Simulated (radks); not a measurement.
Values are calculated unless marked as measured or tabulated.
P II, configuration [Ne] 3s2 3p2 (the NIST ground configuration). Code: a radial shooting solver on a logarithmic mesh with Libxc functionals. Model: scalar-relativistic Kohn-Sham, PBE, spin-unpolarised, spherical densities, finite nucleus; Fermi nuclear charge, rms radius 3.1889 fm.

Radial electron density D(r) = 4 pi r^2 rho(r):

```
   r/bohr * D(r) (the largest magnitude, 17.1, reaches the edge; | marks zero)
 0.009981 |      *
  0.01279 |         *
  0.01626 |              *
  0.02083 |                    *
  0.02649 |                           *
  0.03394 |                                    *
  0.04315 |                                             *
  0.05529 |                                                    *
  0.07029 |                                                      *
  0.09007 |                                                   *
   0.1145 |                                            *
   0.1467 |                                    *
   0.1865 |                                  *
    0.239 |                                       *
   0.3039 |                                               *
   0.3894 |                                                  *
    0.495 |                                          *
   0.6344 |                           *
   0.8064 |             *
    1.033 |       *
    1.314 |      *
    1.684 |       *
     2.14 |     *
    2.743 |  *
    3.486 |*
    4.468 *
     5.68 *
    7.278 *
```

D(r) has 3 maxima, at r = 0.0697, 0.371, 1.57 bohr, and minima at 0.178, 1.17 bohr, inside which lie 2.19, 10.38 electrons.
